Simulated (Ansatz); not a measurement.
One change: `C=C(F)S[SiH3]` becomes `C=[C](F)[GeH2][CH3]`.

Ansatz, PBE0-D4/def2-TZVP geometries, multiplicity 1. Each molecule was computed in one conformer, which needn't be the lowest.

Scalar relativity is left out up to krypton.

```tsv
property	`C=C(F)S[SiH3]`
LUMO energy (ωB97M-V/def2-TZVPP) / eV	1.64
HOMO energy (ωB97M-V/def2-TZVPP) / eV	-9.17
HOMO–LUMO gap (B3LYP/def2-TZVPP) / eV	6.30
HOMO–LUMO gap (ωB97M-V/def2-TZVPP) / eV	10.80
LUMO energy (PBE0/def2-TZVPP) / eV	-0.30
HOMO energy (PBE/def2-TZVPP) / eV	-5.91
```

Question: What does the change do to each property? (An estimate is asked.)

Answer: The calculation gave: 
```
                               property  `C=[C](F)[GeH2][CH3]`  shift
  LUMO energy (ωB97M-V/def2-TZVPP) / eV                   2.05   0.41
  HOMO energy (ωB97M-V/def2-TZVPP) / eV                  -9.87  -0.70
  HOMO–LUMO gap (B3LYP/def2-TZVPP) / eV                   7.09   0.79
HOMO–LUMO gap (ωB97M-V/def2-TZVPP) / eV                  11.92   1.12
     LUMO energy (PBE0/def2-TZVPP) / eV                  -0.06   0.24
      HOMO energy (PBE/def2-TZVPP) / eV                  -6.38  -0.47
```

With PBE0 the HOMO falls by 0.57 eV and the LUMO rises by 0.24 eV, so the gap widens by about 0.81 eV. PBE moves the HOMO by -0.47 eV and ωB97M-V by -0.70 eV.

B3LYP here is the variant with VWN-RPA as its local correlation; programs differ in this.
